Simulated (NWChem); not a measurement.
System: CHBClF3; SMILES C(F)(F)(BCl)F

Input file for NWChem:

```
start job
memory heap 200 mb stack 900 mb global 1100 mb
geometry units angstroms noautoz
  B      0.802324    -0.596353     0.023329
  C      0.016777     0.799371     0.006807
  F     -1.325536     0.718353     0.066218
  F      0.335591     1.462898    -1.135782
  F      0.424518     1.564135     1.051300
  Cl    -0.054730    -2.104077    -0.001330
  H      1.987694    -0.586927     0.040456
end
basis spherical
  B library sto-3g
  C library sto-3g
  F library sto-3g
  Cl library sto-3g
  H library sto-3g
end
dft
  xc hfexch
  iterations 150
  mulliken
end
task dft energy
```

NWChem printed, in part:

```
             Northwest Computational Chemistry Package (NWChem) 7.3.0
             --------------------------------------------------------

 C1  symmetry detected

                             Geometry "geometry" -> ""
                             -------------------------

 Output coordinates in angstroms (scale by  1.889725989 to convert to a.u.)

  No.       Tag          Charge          X              Y              Z
 ---- ---------------- ---------- -------------- -------------- --------------
    1 B                    5.0000     0.80401002    -0.57541098     0.05028383
    2 C                    6.0000     0.00910286     0.81435757     0.00480290
    3 F                    9.0000    -1.33378706     0.72346631     0.02163194
    4 F                    9.0000     0.35928300     1.47729777    -1.12890969
    5 F                    9.0000     0.37766809     1.58483911     1.05960155
    6 Cl                  17.0000    -0.04066309    -2.08955498     0.00257034
    7 H                    1.0000     1.98812897    -0.55708459     0.10515347

 Effective nuclear repulsion energy (a.u.)     286.3165239346

  xc_inp: hfexch multiplicative factor not found.

                                 NWChem DFT Module
                                 -----------------

 Summary of "ao basis" -> "ao basis" (spherical)
 ------------------------------------------------------------------------------
       Tag                 Description            Shells   Functions and Types
 ---------------- ------------------------------  ------  ---------------------
 B                           sto-3g                  3        5   2s1p
 C                           sto-3g                  3        5   2s1p
 F                           sto-3g                  3        5   2s1p
 Cl                          sto-3g                  5        9   3s2p
 H                           sto-3g                  1        1   1s

            General Information
            -------------------
          SCF calculation type: DFT
          Wavefunction type:  closed shell.
          No. of atoms     :     7
          No. of electrons :    56
           Alpha electrons :    28
            Beta electrons :    28
          Charge           :     0
          Spin multiplicity:     1
          Use of symmetry is: off; symmetry adaption is: off
          Maximum number of iterations: 150
          AO basis - number of functions:    35
                     number of shells:    21
          Convergence on energy requested:  1.00D-06
          Convergence on density requested:  1.00D-05
          Convergence on gradient requested:  5.00D-04

              XC Information
              --------------
                     Hartree-Fock (Exact) Exchange  1.000

      Superposition of Atomic Density Guess
      -------------------------------------

 Sum of atomic energies:        -810.35847845

      Non-variational initial energy
      ------------------------------

 Total energy =    -810.757679
 1-e energy   =   -1701.446992
 2-e energy   =     604.372790
 HOMO         =      -0.168439
 LUMO         =       0.209250

     ---------------------------------------------
      Total Density - Mulliken Population Analysis
     ---------------------------------------------

    Atom       Charge   Shell Charges
 -----------   ------   -------------------------------------------------------
    1 B    5     4.32   1.99  1.08  1.24
    2 C    6     4.84   1.99  1.11  1.74
    3 F    9     9.42   2.00  1.92  5.50
    4 F    9     9.42   2.00  1.92  5.50
    5 F    9     9.42   2.00  1.92  5.50
    6 Cl  17    17.46   2.00  2.00  5.99  1.95  5.52
    7 H    1     1.12   1.12

   convergence    iter        energy       DeltaE   RMS-Dens  Diis-err
 ---------------- ----- ----------------- --------- --------- ---------
 d= 0,ls=0.0,diis     1   -810.8482004657 -1.10D+03  4.05D-02  1.21D+00
 d= 0,ls=0.0,diis     2   -811.0653033119 -2.17D-01  9.73D-03  1.19D-01
 d= 0,ls=0.0,diis     3   -811.0850283729 -1.97D-02  3.98D-03  4.41D-03
 d= 0,ls=0.0,diis     4   -811.0866468849 -1.62D-03  4.60D-04  6.74D-05
 d= 0,ls=0.0,diis     5   -811.0866736766 -2.68D-05  9.42D-05  2.50D-06
 d= 0,ls=0.0,diis     6   -811.0866746174 -9.41D-07  1.20D-05  5.05D-08
 d= 0,ls=0.0,diis     7   -811.0866746384 -2.09D-08  4.25D-06  5.12D-09

         Total DFT energy =     -811.086674638355
      One electron energy =    -1698.892880262117
           Coulomb energy =      669.302466832265
    Exchange-Corr. energy =      -67.812785143108
 Nuclear repulsion energy =      286.316523934605

 Numeric. integr. density =        0.000000000000

                       DFT Final Molecular Orbital Analysis
                       ------------------------------------

 Vector   26  Occ=2.000000D+00  E=-4.534082D-01
              MO Center=  2.0D-02, -1.9D+00,  7.1D-03, r^2= 1.3D+00
   Bfn.  Coefficient  Atom+Function         Bfn.  Coefficient  Atom+Function
  ----- ------------  ---------------      ----- ------------  ---------------
    34      0.965954  6 Cl pz                30     -0.262264  6 Cl pz
     5      0.196351  1 B  pz                24      0.078945  5 F  py
    19     -0.074949  4 F  py                32     -0.059608  6 Cl px
    18      0.042102  4 F  px                23     -0.040037  5 F  px
    10     -0.032923  2 C  pz

 Vector   27  Occ=2.000000D+00  E=-4.491332D-01
              MO Center=  5.0D-02, -9.9D-01,  5.6D-03, r^2= 3.5D+00
   Bfn.  Coefficient  Atom+Function         Bfn.  Coefficient  Atom+Function
  ----- ------------  ---------------      ----- ------------  ---------------
    32      0.779401  6 Cl px                14     -0.282504  3 F  py
    24     -0.280105  5 F  py                19     -0.275010  4 F  py
     4     -0.229533  1 B  py                28     -0.212283  6 Cl px
    35     -0.165607  7 H  s                 33     -0.152152  6 Cl py
     2     -0.151263  1 B  s                 18      0.106807  4 F  px

 Vector   28  Occ=2.000000D+00  E=-3.792626D-01
              MO Center=  1.3D-01, -1.9D-01,  5.9D-03, r^2= 3.6D+00
   Bfn.  Coefficient  Atom+Function         Bfn.  Coefficient  Atom+Function
  ----- ------------  ---------------      ----- ------------  ---------------
    32      0.471089  6 Cl px                33     -0.392212  6 Cl py
    19      0.357686  4 F  py                24      0.358296  5 F  py
    14      0.316566  3 F  py                 9     -0.285261  2 C  py
     4      0.238366  1 B  py                 3     -0.215043  1 B  px
    35     -0.195576  7 H  s                 13     -0.169933  3 F  px

 Vector   29  Occ=0.000000D+00  E= 1.679842D-01
              MO Center=  7.1D-01, -5.7D-01,  4.1D-02, r^2= 1.4D+00
   Bfn.  Coefficient  Atom+Function         Bfn.  Coefficient  Atom+Function
  ----- ------------  ---------------      ----- ------------  ---------------
     5      0.956618  1 B  pz                34     -0.366604  6 Cl pz
    19     -0.151963  4 F  py                24      0.145579  5 F  py
    10      0.105529  2 C  pz                20      0.097024  4 F  pz
    30      0.090358  6 Cl pz                17      0.072292  4 F  s
    25      0.068574  5 F  pz                22     -0.064284  5 F  s

 Vector   30  Occ=0.000000D+00  E= 4.315573D-01
              MO Center=  3.2D-01, -8.1D-01,  3.0D-02, r^2= 2.0D+00
   Bfn.  Coefficient  Atom+Function         Bfn.  Coefficient  Atom+Function
  ----- ------------  ---------------      ----- ------------  ---------------
     2      0.800131  1 B  s                 33     -0.752106  6 Cl py
     4     -0.669740  1 B  py                31     -0.552924  6 Cl s
     3     -0.455500  1 B  px                32     -0.394038  6 Cl px
     8     -0.389800  2 C  px                13     -0.247454  3 F  px
    25     -0.170749  5 F  pz                29      0.167854  6 Cl py

 Vector   31  Occ=0.000000D+00  E= 5.512491D-01
              MO Center=  4.4D-01,  1.3D-01,  4.2D-02, r^2= 2.1D+00
   Bfn.  Coefficient  Atom+Function         Bfn.  Coefficient  Atom+Function
  ----- ------------  ---------------      ----- ------------  ---------------
     2      1.048311  1 B  s                  9      0.713531  2 C  py
    35     -0.690805  7 H  s                  7     -0.430846  2 C  s
    13      0.429269  3 F  px                 8      0.374055  2 C  px
    12      0.263852  3 F  s                 33     -0.225620  6 Cl py
    25      0.210431  5 F  pz                20     -0.199441  4 F  pz

     ---------------------------------------------
      Total Density - Mulliken Population Analysis
     ---------------------------------------------

    Atom       Charge   Shell Charges
 -----------   ------   -------------------------------------------------------
    1 B    5     4.66   1.99  0.96  1.71
    2 C    6     5.66   1.99  1.14  2.52
    3 F    9     9.16   2.00  1.94  5.21
    4 F    9     9.16   2.00  1.94  5.21
    5 F    9     9.16   2.00  1.94  5.21
    6 Cl  17    17.19   2.00  2.00  5.99  1.96  5.24
    7 H    1     1.02   1.02

     -------------------------------------------
      Total Density - Lowdin Population Analysis
     -------------------------------------------

    Atom       Charge   Shell Charges
 -----------   ------   -------------------------------------------------------
    1 B    5     4.82   1.98  0.96  1.88
    2 C    6     5.72   1.98  1.09  2.65
    3 F    9     9.12   2.00  1.88  5.24
    4 F    9     9.12   2.00  1.89  5.24
    5 F    9     9.12   2.00  1.89  5.24
    6 Cl  17    17.07   2.00  2.00  5.98  1.87  5.22
    7 H    1     1.03   1.03

     Multipole analysis of the density
     ---------------------------------

     L   x y z        total         alpha         beta         nuclear
     -   - - -        -----         -----         ----         -------
     0   0 0 0     -0.000000    -28.000000    -28.000000     56.000000

     1   1 0 0      0.477161      0.238581      0.238581      0.000000
     1   0 1 0     -0.004329     -0.002164     -0.002164      0.000000
     1   0 0 1      0.034350      0.017175      0.017175      0.000000

     2   2 0 0    -26.544409    -59.106408    -59.106408     91.668408
     2   1 1 0     -0.740752      0.437679      0.437679     -1.616110
     2   1 0 1     -0.013741     -0.187625     -0.187625      0.361508
     2   0 2 0    -30.177033   -242.080946   -242.080946    453.984859
     2   0 1 1     -0.055448      0.019015      0.019015     -0.093477
     2   0 0 2    -25.881801    -51.513563    -51.513563     77.145326
```

Level: Hartree-Fock/STO-3G. Coordinates come from a B3LYP/6-31G* (spherical d) optimisation.
